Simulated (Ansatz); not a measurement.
Cost and result up the ladder for the cluster Rb6 (6 atoms). The state is a singlet with charge 0. Geometry: PBE0/def2-SVP.

```xyz
6

Rb    2.412    3.740    2.185
Rb    3.416    0.836   -1.451
Rb   -4.430    0.808    2.058
Rb    0.105   -0.303    1.701
Rb    1.408   -3.201   -2.937
Rb   -2.911   -1.880   -1.555
```

Ansatz on 2 threads of Intel Xeon Platinum 8259CL on a shared host. Times are rough, and most runs start from the orbitals of an earlier one. No level here is sound enough to serve as a yardstick. Binding counts from free atoms at the same level (Rb doublet; other spins of the atoms weren't run), without zero-point energy or a counterpoise term.

In the def2 sets Rb takes a core potential; there is no spin–orbit coupling. HSE06 is defined as in plane-wave codes, on full-range PBE exchange. Correlated methods freeze no core orbitals; core or outer-core shells of Rb are correlated, in sets that lack core-valence functions. The rows differ in basis, and correlated rows in double-zeta sets carry the largest basis error. Another isomer (singlet) lies 0.10 eV lower at PBE0/def2-TZVP; other spin states weren't run for this one.

Run but left out: BHLYP/def2-TZVP (restricted singlet, unstable in another Hartree–Fock run and untested here).

Correlated methods converge slowly with the basis, most of all in double-zeta sets.

```csv
level,functions,wall time
PBE/def2-TZVP (with forces),198,12 s
PBE0/def2-TZVP,198,13 s
HSE06/def2-TZVP,198,13 s
r2SCAN/def2-TZVP,198,19 s
CCSD(T)/def2-SVP,144,2.5 min
```

Task: Estimate what each level gives for the binding energy per atom (eV).

Result: 
```json
{"level": "PBE/def2-TZVP (with forces)", "binding energy per atom (eV)": "0.40", "remarks": "restricted SCF unstable in HF"}
{"level": "PBE0/def2-TZVP", "binding energy per atom (eV)": "0.36", "remarks": "restricted SCF unstable in HF"}
{"level": "HSE06/def2-TZVP", "binding energy per atom (eV)": "0.37", "remarks": "restricted SCF unstable in HF"}
{"level": "r2SCAN/def2-TZVP", "binding energy per atom (eV)": "0.32", "remarks": "restricted SCF unstable in HF"}
{"level": "CCSD(T)/def2-SVP", "binding energy per atom (eV)": "0.31", "remarks": "restricted SCF unstable"}
```
